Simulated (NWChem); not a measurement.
Molecule: C3H3FO; SMILES FC1=COC1

```xyz
8

F     -0.0051    -1.8539     0.0000
C      0.0502    -0.5237     0.0000
C      0.9969     0.4166     0.0000
O      0.1153     1.5148     0.0000
C     -1.0017     0.5543     0.0000
H      2.0705     0.5451     0.0000
H     -1.6095     0.6696     0.9018
H     -1.6095     0.6696    -0.9018
```
Atoms are numbered in this order, from 1.

All runs: NWChem. Pople sets run with spherical d functions. Geometry: optimised at B3LYP/6-31G* (spherical d). Level SCAN/6-31G*: energy and gradient on several grids; changes count from the extra-fine grid, which is no exact limit either.

```json
[
 {"grid": "xcoarse", "size of the energy change (μHa)": "7000", "largest change of a gradient component (μHa/bohr)": "6000", "time, medium = 1 (rough)": "about 1"},
 {"grid": "coarse", "size of the energy change (μHa)": "10000", "largest change of a gradient component (μHa/bohr)": "1000", "time, medium = 1 (rough)": "about 1"},
 {"grid": "medium", "size of the energy change (μHa)": "4000", "largest change of a gradient component (μHa/bohr)": "2000", "time, medium = 1 (rough)": "about 1"},
 {"grid": "fine", "size of the energy change (μHa)": "50", "largest change of a gradient component (μHa/bohr)": "1000", "time, medium = 1 (rough)": "about 1"},
 {"grid": "xfine", "size of the energy change (μHa)": "< 10", "largest change of a gradient component (μHa/bohr)": "< 30", "time, medium = 1 (rough)": "2"}
]
```
